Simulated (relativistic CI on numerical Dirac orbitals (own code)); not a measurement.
## Mn2+ in a cubic cluster: L2,3 absorption with charge transfer

Computed with a charge-transfer multiplet model of a cubic metal-ligand cluster with up to 2 ligand holes, Slater and spin-orbit integrals from Dirac-Coulomb-Breit ions, Slater integrals scaled by 0.8. The ground state mixes d5 with configurations of k ligand holes L, whose averages lie at kΔ + k(k − 1)U_dd/2; a core hole lowers each added d electron by U_cd. 300 K, Lorentzian 0.4 eV and Gaussian 0.3 eV FWHM.

Atomic integrals in eV (Slater integrals scaled, ζ unscaled), ground: F2dd 8.204, F4dd 5.095, zeta_d 0.037; with the core hole: F2dd 8.873, F4dd 5.517, zeta_d 0.052, zeta_core 6.792, F2cd 5.084, G1cd 3.747, G3cd 2.127.

Cluster parameters (eV): Δ = 6.3, U_cd = 6.4, 10Dq = 0.4, 10Dq(ligand) = 1.3, V(eg) = 1.6, V(t2g) = -0.75, final-state hopping factor = 1.

```
         Case   n_d    d5   d6L  d7L2     S
  U_dd = 5 eV  5.09  0.91  0.09  0.00  2.50
U_dd = 5.7 eV  5.09  0.91  0.09  0.00  2.50
U_dd = 7.1 eV  5.09  0.91  0.09  0.00  2.50
```

Weights, n_d and S are thermal averages at 300 K. Photon energies count from the first peak over 30 % of the highest in each spectrum, which can be another peak from case to case. The parameters are a model scan and need not match a compound or its usual spin state. Peaks in eV (height, largest 100):
- U_dd = 5 eV: 0.0 (100), 1.0 (39), 3.2 (11), 10.0 (15), 10.5 (13), 12.0 (23)
- U_dd = 5.7 eV: 0.0 (100), 1.1 (39), 3.4 (11), 10.1 (14), 10.6 (14), 12.0 (23)
- U_dd = 7.1 eV: 0.0 (100), 1.2 (39), 3.5 (11), 10.1 (15), 10.6 (14), 12.0 (23)

For the case U_dd = 5.7 eV, Δ = 6.3 eV is larger than U_dd = 5.7 eV, the Mott-Hubbard side of the Zaanen-Sawatzky-Allen scheme. With the core hole the configuration with one ligand hole lies at Δ + U_dd − U_cd = 4.9, 5.6, 7.0 eV from the one without, in the order of the table; where this is negative the screened configuration lies lower.
